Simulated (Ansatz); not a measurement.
Computed with Ansatz on PBE0-D4/def2-TZVP structures; ΔE is electronic, products minus reactants. CCSD(T)/CBS adds triple-zeta CCSD(T) − MP2 to the extrapolated MP2 energy (def2 sets, frozen cores). This one scheme is used for every species. DFT in def2-TZVPP. One conformer a species, not always the lowest.

Consider the formal exchange of groups at the Si–Cl bond: `CO[SiH](N)Cl` + `C=C` → `C=C[SiH](N)OC` + HCl.

```
             level  ΔE (kJ/mol)
            PBE-D4        100.4
               PBE        103.3
     HF/def2-TZVPP        117.3
SCS-MP2/def2-TZVPP        104.6
CCSD(T)/def2-TZVPP        100.7
     HF/def2-QZVPP        117.5
      HF/CBS(def2)        117.5
    CCSD/CBS(def2)        106.1
```

Problem. What does CCSD(T)/CBS give? (Best estimate.)

Solution. The calculation gave: +104.3 kJ/mol. The listed levels differ from it by -3.9, -1.0, 13.0, 0.3, -3.6, 13.2, 13.2, 1.8 kJ/mol.

Largest T1 diagnostic among the species: 0.011.

The D4 term adds −4.1 kJ/mol with B3LYP and −2.6 kJ/mol with PBE0; it sums over pairs of atoms, weighted by their polarisabilities, and B3LYP, whose exchange is more repulsive, gets the larger term. In def2-TZVPP, CCSD(T) changes the Hartree–Fock value by −16.7 kJ/mol (the triples alone add −1.7 kJ/mol) and MP2 by −12.8 kJ/mol.

B3LYP here is the variant with VWN-RPA as its local correlation; programs differ in this.
